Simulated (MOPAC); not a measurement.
Input file for MOPAC: PM7 on ClGeH2N (SMILES [NH2][Ge][Cl]), a point of a torsion scan.

```
PM7 1SCF PRECISE CHARGE=0 THREADS=1
ClGeH2N

N     -0.79485535 1    -0.09480660 1     0.15426125 1
Ge     0.89106239 1    -0.69733751 1     0.59474153 1
Cl     1.44805460 1    -1.54136980 1    -1.33940329 1
H     -1.05160095 1     0.87875892 1     0.23109775 1
H     -1.22299852 1    -0.44272595 1    -0.69655379 1
```

It printed:

```
*******************************************************************************
 **                                                                           **
 **                              MOPAC v23.2.5                                **
 **                                                                           **
 *******************************************************************************
 ** MOPAC's Digital Object Identifier: https://doi.org/10.5281/zenodo.6511958 **
 **                                                                           **
 ** Please cite the open-source release paper for use of this MOPAC version:  **
 ** J. E. Moussa and J. J. P. Stewart (2026)                                  **
 ** MOPAC: An open-source semiempirical molecular orbital program             **
 ** J. Open Source Softw., 11(119), 8025, https://doi.org/10.21105/joss.08025 **
 *******************************************************************************

                              PM7 CALCULATION RESULTS

 *******************************************************************************
 *  PM7        - The PM7 Hamiltonian to be used
 *
 *
 *
 *                 CHARGE ON SYSTEM = 0
 *
 *
 *
 *  PRECISE    - TIGHTER CRITERIA TO BE USED
 *  1SCF       - DO 1 SCF AND THEN STOP
 *  THREADS=1  - MULTI-THREADING NOT USED
 *  T=         - A TIME OF 172800.0 SECONDS REQUESTED
 *  DUMP=N     - RESTART FILE WRITTEN EVERY 7200.0 SECONDS REQUESTED
 *******************************************************************************
PM7 1SCF PRECISE CHARGE=0 THREADS=1
 ClGeH2N

   ATOM   CHEMICAL          X               Y               Z
  NUMBER   SYMBOL      (ANGSTROMS)     (ANGSTROMS)     (ANGSTROMS)

     1       N         -0.79485535  *  -0.09480660  *   0.15426125  *
     2      Ge          0.89106239  *  -0.69733751  *   0.59474153  *
     3      Cl          1.44805460  *  -1.54136980  *  -1.33940329  *
     4       H         -1.05160095  *   0.87875892  *   0.23109775  *
     5       H         -1.22299852  *  -0.44272595  *  -0.69655379  *



          CARTESIAN COORDINATES

    NO.       ATOM           X           Y           Z

     1         N         -0.7949     -0.0948      0.1543
     2        Ge          0.8911     -0.6973      0.5947
     3        Cl          1.4481     -1.5414     -1.3394
     4         H         -1.0516      0.8788      0.2311
     5         H         -1.2230     -0.4427     -0.6966

 General Reference for PM7:
 "Optimization of Parameters for Semiempirical Methods VI: More Modifications to the
 NDDO Approximations and Re-optimization of Parameters", J. J. P. Stewart, J. Mol. Mod., 1:32, 19 (2013)
 https://link.springer.com/article/10.1007/s00894-012-1667-x

           Empirical Formula: H2 N Ge Cl  =     5 atoms



      MOLECULAR POINT GROUP   :   C1


      RHF CALCULATION, NO. OF DOUBLY OCCUPIED LEVELS = 9


 -------------------------------------------------------------------------------
 PM7 1SCF PRECISE CHARGE=0 THREADS=1
 ClGeH2N



     1SCF WAS SPECIFIED, SO BFGS WAS NOT USED
     SCF FIELD WAS ACHIEVED


                              PM7 CALCULATION
                                                       MOPAC v23.2.5 Linux




          FINAL HEAT OF FORMATION =        -15.97663 KCAL/MOL =     -66.84620 KJ/MOL


          COSMO AREA              =        108.51 SQUARE ANGSTROMS
          COSMO VOLUME            =         97.35 CUBIC ANGSTROMS

          IONIZATION POTENTIAL    =          9.486684 EV
          HOMO LUMO ENERGIES (EV) =         -9.487 -1.262
          NO. OF FILLED LEVELS    =          9
          MOLECULAR WEIGHT        =        124.0655         POINT GROUP:  C1

          MOLECULAR DIMENSIONS (Angstroms)

            Atom       Atom       Distance
            H     4   Cl     3     3.81730
            H     5   Ge     2     2.27427
           Cl     3    N     1     0.59040


          SCF CALCULATIONS        =          1





   ATOM   CHEMICAL          X               Y               Z
  NUMBER   SYMBOL      (ANGSTROMS)     (ANGSTROMS)     (ANGSTROMS)

     1       N         -0.79485535  *  -0.09480660  *   0.15426125  *
     2      Ge          0.89106239  *  -0.69733751  *   0.59474153  *
     3      Cl          1.44805460  *  -1.54136980  *  -1.33940329  *
     4       H         -1.05160095  *   0.87875892  *   0.23109775  *
     5       H         -1.22299852  *  -0.44272595  *  -0.69655379  *

                             CARTESIAN COORDINATES

   1    N       -0.794855350    -0.094806600     0.154261250
   2   Ge        0.891062390    -0.697337510     0.594741530
   3   Cl        1.448054600    -1.541369800    -1.339403290
   4    H       -1.051600950     0.878758920     0.231097750
   5    H       -1.222998520    -0.442725950    -0.696553790


           Empirical Formula: H2 N Ge Cl  =     5 atoms



      MOLECULAR POINT GROUP   :   C1


                  EIGENVALUES
 -34.29712 -24.65047 -18.00587 -16.03514 -12.63204 -10.89476 -10.70715  -9.99954
  -9.48668  -1.26216  -0.38373   0.64324   5.84562   6.91616  73.26109  73.27946
  73.36811  73.73028  73.73894


              NET ATOMIC CHARGES AND DIPOLE CONTRIBUTIONS

  ATOM NO.   TYPE          CHARGE      No. of ELECS.   s-Pop       p-Pop       d-Pop
    1          N          -0.821432        5.8214     1.62748     4.19395
    2         Ge           0.772583        3.2274     1.84738     1.38004
    3         Cl          -0.468302        7.4683     1.99468     5.46856     0.00507
    4          H           0.259458        0.7405     0.74054
    5          H           0.257694        0.7423     0.74231
 DIPOLE           X         Y         Z       TOTAL
 POINT-CHG.     0.361     1.801     4.037     4.435
 HYBRID        -1.247     0.501    -1.759     2.214
 SUM           -0.886     2.302     2.278     3.358


          ATOMIC ORBITAL ELECTRON POPULATIONS

     Atom    s        px        py        pz      x^2-y^2     xz        z^2       yz        xy
    1  N   1.62748   1.45781   1.28082   1.45533
    2 Ge   1.84738   0.45701   0.29721   0.62581
    3 Cl   1.99468   1.92836   1.89029   1.64991   0.00019   0.00098   0.00186   0.00155   0.00049
    4  H   0.74054
    5  H   0.74231

 **********************
 *                    *
 * JOB ENDED NORMALLY *
 *                    *
 **********************




 == MOPAC DONE ==
```

The run finished.

Cost: about 0.04 core-seconds (a rough figure).
